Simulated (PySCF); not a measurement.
# Working out the excitation energy of Pb²⁺

Pb²⁺ [Xe] 4f14 5d10 6s2 (1S) → Pb²⁺ [Xe] 4f14 5d10 6s1 7s1 (3S). Computed with PySCF 2.14 in aug-cc-pwCVDZ-PP with ECP60MDF, with scalar relativity through the core potential. Frozen: 5s2 5p6 5d10. Energies in hartree (1 hartree = 27.21139 eV):

```json
{"part": "UHF", "Pb²⁺ (lower)": "-191.107224", "Pb²⁺ (upper)": "-190.483337"}
{"part": "CCSD correlation", "Pb²⁺ (lower)": "-0.027129", "Pb²⁺ (upper)": "-0.005558"}
{"part": "(T)", "Pb²⁺ (lower)": "0.000000", "Pb²⁺ (upper)": "0.000000"}
```

**Question.** What does Hartree-Fock give?

**Answer.** (-190.483337) − (-191.107224) = 0.623887 hartree = 16.977 eV.

**Question.** What do CCSD and CCSD(T) give?

**Answer.** The CCSD correlation energies differ by 0.021571 hartree = 0.587 eV and the triples by 0.000000 hartree = 0.000 eV, so CCSD gives 17.564 eV and CCSD(T) 17.564 eV.

A double-zeta basis recovers only part of the correlation energy.
